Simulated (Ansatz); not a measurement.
`[OH][GaH][GeH3]` and `[OH][GaH][Cl]` differ in one atom or group.

Ansatz, PBE0-D4/def2-TZVP geometries, multiplicity 1. Each molecule was computed in one conformer, which needn't be the lowest.

Scalar relativity is left out up to krypton.

```csv
property,`[OH][GaH][GeH3]`
LUMO energy (ωB97M-V/def2-TZVPP) / eV,0.21
HOMO–LUMO gap (B3LYP/def2-TZVPP) / eV,5.70
HOMO–LUMO gap (PBE0/def2-TZVPP) / eV,6.15
HOMO–LUMO gap (PBE/def2-TZVPP) / eV,4.27
HOMO energy (B3LYP/def2-TZVPP) / eV,-7.47
LUMO energy (PBE/def2-TZVPP) / eV,-2.27
```

**Question.** What does the change do to each property? (An estimate is asked.)

**Answer.** Computed: 
```
                             property  `[OH][GaH][Cl]`  shift
LUMO energy (ωB97M-V/def2-TZVPP) / eV             0.58   0.37
HOMO–LUMO gap (B3LYP/def2-TZVPP) / eV             7.25   1.55
 HOMO–LUMO gap (PBE0/def2-TZVPP) / eV             7.81   1.66
  HOMO–LUMO gap (PBE/def2-TZVPP) / eV             5.58   1.31
  HOMO energy (B3LYP/def2-TZVPP) / eV            -8.67  -1.20
    LUMO energy (PBE/def2-TZVPP) / eV            -1.92   0.35
```

With PBE0 the HOMO falls by 1.28 eV and the LUMO rises by 0.38 eV, so the gap widens by about 1.66 eV. PBE moves the HOMO by -0.96 eV and ωB97M-V by -1.52 eV. The zero-point energy changes by -56.8 kJ/mol with -9 modes.

B3LYP here is the variant with VWN-RPA as its local correlation; programs differ in this.
